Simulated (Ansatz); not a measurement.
Ansatz (a first-principles code) input:

Ansatz 0.2 input:
```yaml
crystal:
  periodic: [false, false, false]
  atoms:
    - {symbol: C, position_ang: [2.87429158, -0.09777124, -0.01762495]}
    - {symbol: C, position_ang: [1.55537185, 0.14536893, -0.76216808]}
    - {symbol: C, position_ang: [0.54118306, 0.82024351, 0.05729378]}
    - {symbol: C, position_ang: [-0.63078803, 0.61580104, 0.59996590]}
    - {symbol: C, position_ang: [-1.45485384, -0.64998523, 0.47511705]}
    - {symbol: C, position_ang: [-2.79848975, -0.39985671, -0.21277309]}
    - {symbol: H, position_ang: [2.71181115, -0.72370971, 0.86076203]}
    - {symbol: H, position_ang: [3.59649693, -0.59577657, -0.66666423]}
    - {symbol: H, position_ang: [3.30791042, 0.84499405, 0.31804702]}
    - {symbol: H, position_ang: [1.74977805, 0.73746961, -1.66241771]}
    - {symbol: H, position_ang: [1.15162194, -0.81637549, -1.11550110]}
    - {symbol: H, position_ang: [-1.09239636, 1.41162060, 1.18493130]}
    - {symbol: H, position_ang: [-1.63140288, -1.05367150, 1.47763384]}
    - {symbol: H, position_ang: [-0.89003281, -1.40716125, -0.07229168]}
    - {symbol: H, position_ang: [-3.37945431, 0.35213461, 0.32568793]}
    - {symbol: H, position_ang: [-2.65123060, -0.03787354, -1.23178088]}
    - {symbol: H, position_ang: [-3.39339088, -1.31445265, -0.25727010]}
basis:
  gaussian:
    orbitals: def2-TZVPD
hamiltonian:
  xc: {name: PBE-QIDH}
magnetization: {spin_polarized: true, initial_magnetization: 1}
correlation: {electrons: outside_noble_gas}
```

Q: Predict the final energy.

A: -234.91249 Eh (PBE-QIDH/def2-TZVPD). The basis has 321 functions.

It need not be the lowest isomer of its formula.
